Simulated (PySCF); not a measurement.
A homologous series of growing length: n-germane H/H. All species are isolated molecules in the gas phase. One relaxed conformer stands for each flexible species; it need not be the lowest. Strings in code marks are SMILES.

The vertical ionisation energy (Delta-SCF) from two functionals at the same geometries (PBE0-D3(BJ)/def2-SVP), both in PySCF: PBE-D3(BJ)/def2-TZVP and ωB97X-D3(BJ)/def2-TZVP. Delta-SCF ions had no search for a lower state. 

| species | ωB97X-D3(BJ)/def2-TZVP (eV) |
|---|---|
| n = 2 (`[GeH3][GeH3]`) | 10.43 |
| n = 3 (`[GeH3][GeH2][GeH3]`) | 9.82 |
| n = 6 (`[GeH3][GeH2][GeH2][GeH2][GeH2][GeH3]`) | 8.84 |

Question: What does PBE-D3(BJ)/def2-TZVP give for each?

Answer: 
- n = 2 (`[GeH3][GeH3]`): 10.12
- n = 3 (`[GeH3][GeH2][GeH3]`): 9.42
- n = 6 (`[GeH3][GeH2][GeH2][GeH2][GeH2][GeH3]`): 8.18
Over these rows, drawn at random from the members with no instability flagged (it was tested for open shells, ions and some series alone), PBE minus ωB97X-D3(BJ): mean -0.46 eV, from -0.66 eV to -0.31 eV.
